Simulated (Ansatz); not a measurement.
```yaml
crystal:
  periodic: [false, false, false]
  atoms:
    - {symbol: F, position_ang: [-1.817838, 0.269312, 0.108095]}
    - {symbol: Sn, position_ang: [-0.130433, -0.619251, -0.087473]}
    - {symbol: Cl, position_ang: [0.970480, -0.223959, 1.925682]}
    - {symbol: Br, position_ang: [1.033391, 0.513597, -1.966504]}
basis:
  gaussian: {orbitals: def2-TZVP, fitting: {mean_field: cc-pVTZ-jkfit}}
magnetization: {spin_polarized: true, initial_magnetization: 1}
hamiltonian: {xc: {name: r2SCAN0}, dispersion: d3bjatm}
accuracy: high
output: {forces: true}
```

```sh
$ ansatz run in.yaml --threads 4 --pin off --events-out ev --progress --plain --max-ram 10444MiB
```

Q: How does Ansatz answer? (Estimate.)

A: Ansatz gave: The program refused the input.
```
Functional definition: r2SCAN0
Error: <dir> the basis set cc-pVTZ-JKFIT has no functions for Sn
```
